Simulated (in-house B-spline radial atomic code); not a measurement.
A run on Ar (an excited or competing configuration) that did not converge. Method: scalar-relativistic (X2C) B97-1, spin-polarised, spherical fractional occupations, exact exchange averaged over the configuration, Fermi nucleus of rms radius 3.4274 fm; computed with an all-electron radial atomic-structure program (B-spline basis).

Command:
```bash
python run_scf.py task.json out
```
Settings (nuclear radius in fm, mass in u):
```
Z                18
configuration    [Ne] 3s1 3p6 4d1
hamiltonian      x2c
method           b97_1
spin_polarised   True
nucleus          fermi
rms_radius       3.4274
atomic_mass      39.96238
speed_of_light   137.035999084
exact_exchange   averaged over the configuration
```

First and last ten iterations of the last attempt (damped for 15 steps, keeping 80 % of the old Fock matrix, then DIIS):
```
 iter        energy (Eh)    residual
    1        -525.447090    2.62e-01
    2        -527.340847    1.45e-01
    3        -527.780507    1.01e-01
    4        -528.006073    7.12e-02
    5        -528.119668    5.08e-02
    6        -528.175612    3.62e-02
    7        -528.203178    2.58e-02
    8        -528.216687    1.84e-02
    9        -528.223266    1.33e-02
   10        -528.226401    9.60e-03
  111        -528.230524    5.39e-05
  112        -528.230526    4.97e-05
  113        -528.230527    5.30e-05
  114        -528.230527    5.22e-05
  115        -528.230520    9.05e-05
  116        -528.230521    8.53e-05
  117        -528.230519    9.86e-05
  118        -528.230523    7.01e-05
  119        -528.230520    8.82e-05
  120        -528.230517    1.24e-04
 not converged after 120 iterations
```

The smallest residual met was 4.9e-05; the threshold is about 2e-07. Over the last five steps the energy moves by less than 1e-05 hartree, but the orbitals didn't meet the threshold. Time taken, with all properties: 7.7 s on 1 thread of Intel(R) Xeon(R) Platinum 8375C CPU @ 2.90GHz, on a shared host.
